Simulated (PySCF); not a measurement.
# ²⁹Si chemical shifts

- geometry: GFN2-xTB
- NMR shieldings at PBE0/pcSseg-1/GIAO
- program: PySCF
- averaged over atoms made equivalent by symmetry, fast rotation or ring inversion, single conformer, no relativistic terms, no solvent

Shieldings were converted by a linear fit to measured shifts: ²⁹Si: δ = 279.94 − 0.822σ (rms 8.9 ppm, 72 shifts, 25.8 ppm with the 6 outliers that the fit left out vs TMS, solution or neat liquid). Occasional misses reach two or three times the rms, and more in compound classes unlike the fitted ones.

Task: Give the ²⁹Si shifts of `CN[SiH2][Si](C)([SiH3])[SiH3]`, `C#C[C@](C)(C=O)CC[SiH3]`, `CC(=O)O[C@H]1C=C[SiH2][SiH2]1`, `CC[Si@H]1C(=O)C=C1O[SiH3]`, `CCCC[C@](C)([SiH3])Cl`, `C#CC#C[Si@H](N[SiH3])[SiH2]N`, `C#CC(=C=S)[SiH2]N`, `[SiH3]O[SiH2][Si]([SiH3])([SiH3])Cl`.

Result: 
| compound | environment | δ (ppm) |
| --- | --- | --- |
| [CH3:1][NH:2][SiH2:3][Si:4]([CH3:5])([SiH3:6])[SiH3:7] | Si3: silicon bonded to N, Si, 2 H | -40.2 |
| [CH3:1][NH:2][SiH2:3][Si:4]([CH3:5])([SiH3:6])[SiH3:7] | Si4: silicon bonded to C, 3 Si | -89.3 |
| [CH3:1][NH:2][SiH2:3][Si:4]([CH3:5])([SiH3:6])[SiH3:7] | Si6/7: silicon bonded to Si, 3 H (×2) | -97.2 |
| C#C[C@](C)(C=O)CC[SiH3] | silicon bonded to C, 3 H | -64.6 |
| [CH3:1][C:2](=[O:3])[O:4][C@H:5]1[CH:6]=[CH:7][SiH2:8][SiH2:9]1 | Si9: silicon bonded to C, Si, 2 H, in a 5-membered ring | -61.7 |
| [CH3:1][C:2](=[O:3])[O:4][C@H:5]1[CH:6]=[CH:7][SiH2:8][SiH2:9]1 | Si8: silicon bonded to C, Si, 2 H, in a 5-membered ring | -75.8 |
| [CH3:1][CH2:2][Si@H:3]1[C:4](=[O:5])[CH:6]=[C:7]1[O:8][SiH3:9] | Si3: silicon bonded to 3 C, H, in a 4-membered ring | -6.5 |
| [CH3:1][CH2:2][Si@H:3]1[C:4](=[O:5])[CH:6]=[C:7]1[O:8][SiH3:9] | Si9: silicon bonded to O, 3 H | -38.1 |
| CCCC[C@](C)([SiH3])Cl | silicon bonded to C, 3 H | -51.3 |
| [CH:1]#[C:2][C:3]#[C:4][Si@H:5]([NH:6][SiH3:7])[SiH2:8][NH2:9] | Si8: silicon bonded to N, Si, 2 H | -49.2 |
| [CH:1]#[C:2][C:3]#[C:4][Si@H:5]([NH:6][SiH3:7])[SiH2:8][NH2:9] | Si5: silicon bonded to C, N, Si, H | -51.7 |
| [CH:1]#[C:2][C:3]#[C:4][Si@H:5]([NH:6][SiH3:7])[SiH2:8][NH2:9] | Si7: silicon bonded to N, 3 H | -51.9 |
| C#CC(=C=S)[SiH2]N | silicon bonded to C, N, 2 H | -33.6 |
| [SiH3:1][O:2][SiH2:3][Si:4]([SiH3:5])([SiH3:6])[Cl:7] | Si4: silicon bonded to Cl, 3 Si | -29.5 |
| [SiH3:1][O:2][SiH2:3][Si:4]([SiH3:5])([SiH3:6])[Cl:7] | Si3: silicon bonded to O, Si, 2 H | -30.6 |
| [SiH3:1][O:2][SiH2:3][Si:4]([SiH3:5])([SiH3:6])[Cl:7] | Si1: silicon bonded to O, 3 H | -41.8 |
| [SiH3:1][O:2][SiH2:3][Si:4]([SiH3:5])([SiH3:6])[Cl:7] | Si5/6: silicon bonded to Si, 3 H (×2) | -90.9 |

Task: Match the shifts -26.6, -51.3, -62.9 ppm to `CCC1=C(CC=O)C[SiH2]1`, `C=C=C(C#N)C#C[SiH2]C`, `C=CCC(=C=O)[SiH2]CC`.

Result: -26.6: C=CCC(=C=O)[SiH2]CC (silicon bonded to 2 C, 2 H); -51.3: CCC1=C(CC=O)C[SiH2]1 (silicon bonded to 2 C, 2 H, in a 4-membered ring); -62.9: C=C=C(C#N)C#C[SiH2]C (silicon bonded to 2 C, 2 H).
